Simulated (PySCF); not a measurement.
**Electric field gradients and quadrupole coupling constants**

Compound: C₄H₁₃NSi.
Geometry (GFN2-xTB, Å), atoms numbered from 1 in this order:
```
atom  x, y, z in Å
C1    -0.912    1.923    0.292
N2    -0.689    0.529    0.614
C3    -0.551   -0.336   -0.557
C4    -0.993   -1.752   -0.203
C5     0.924   -0.304   -0.944
Si6    1.934   -0.072    0.654
H7    -0.065    2.298   -0.280
H8    -0.983    2.496    1.215
H9    -1.826    2.087   -0.298
H10   -1.444    0.199    1.208
H11   -1.187    0.025   -1.387
H12   -0.869   -2.409   -1.061
H13   -2.042   -1.770    0.090
H14   -0.393   -2.133    0.618
H15    1.118    0.526   -1.624
H16    1.200   -1.210   -1.480
H17    1.486   -0.956    1.727
H18    1.965    1.322    1.089
H19    3.319   -0.456    0.319
```

Field gradients from the PBE0/pcSseg-1 density (PySCF, non-relativistic), principal values in atomic units, ordered |Vxx| ≤ |Vyy| ≤ |Vzz|:

| atom | Vxx | Vyy | Vzz |
| --- | --- | --- | --- |
| N2 | 0.5139 | 0.6054 | -1.1193 |

Question: Find the asymmetry η = (Vxx − Vyy)/Vzz and the couplings χ = eQV/h (234.96 MHz × Q in barn × V in au), with Q(14N) = 0.02044 b.

Answer: 
```csv
atom,environment,nucleus,η,χzz (MHz),χxx (MHz),χyy (MHz)
N2,secondary amine nitrogen,14N,0.08,-5.38,2.47,2.91
```

Question: What is Vzz at N2 in SI units (1 au = 9.71736 × 10²¹ V/m²)?

Answer: -1.1193 au = -10.877 × 10²¹ V/m².

Were the hydrogens deuterons (Q(2H) = 0.00286 b), χzz would run from 105 kHz (H19) to 262 kHz (H10).

Isolated species at its GFN2-xTB geometry (one conformer only). GFN2-xTB bond lengths can be off by several hundredths of an ångström, more for odd bonds, and the gradients follow them. A larger basis could move these couplings by a tenth or more.
